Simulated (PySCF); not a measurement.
# C₆ coefficients of unlike pairs at B97-3

Calculated with PySCF 2.14 from the dipole response of each species, C₆(A,B) = (3/π) ∫ α_A(iu) α_B(iu) du, in atomic units, from isotropic polarisabilities. For ions this is the dispersion term alone; charge-induced terms of lower order in 1/R come first.

```tsv
species	configuration	basis	relativity	α (bohr³)	C₆ (like pair)
N(2+)	[He] 2s2 2p1 (2P)	aug-cc-pVTZ with one added diffuse shell each of s, p, d, f type (6s5p4d3f)	none	2.564	3.625
Os(3+)	[Xe] 4f14 5d5 (6S)	def2-QZVPPD with the def2 core potential (60 electrons) (7s5p4d4f2g)	core potential	6.850	37.19
Xe(2+)	[Kr] 4d10 5s2 5p4 (3P)	x2c-TZVPPall with one added diffuse shell each of s, p, d, f type (9s7p5d3f)	spin-free X2C	12.95	93.49
```

**Question.** Estimate C₆ for Xe(2+) with Os(3+).

**Answer.** The integral gives 57.98. The combination rule 2 C_A C_B / (C_A α_B/α_A + C_B α_A/α_B) gives 58.07 and the geometric mean 58.97.

No spin-orbit coupling is included.

The other pairs:

```json
{"pair": "Xe(2+), N(2+)", "C₆": "18.40"}
{"pair": "Os(3+), N(2+)", "C₆": "11.45"}
```
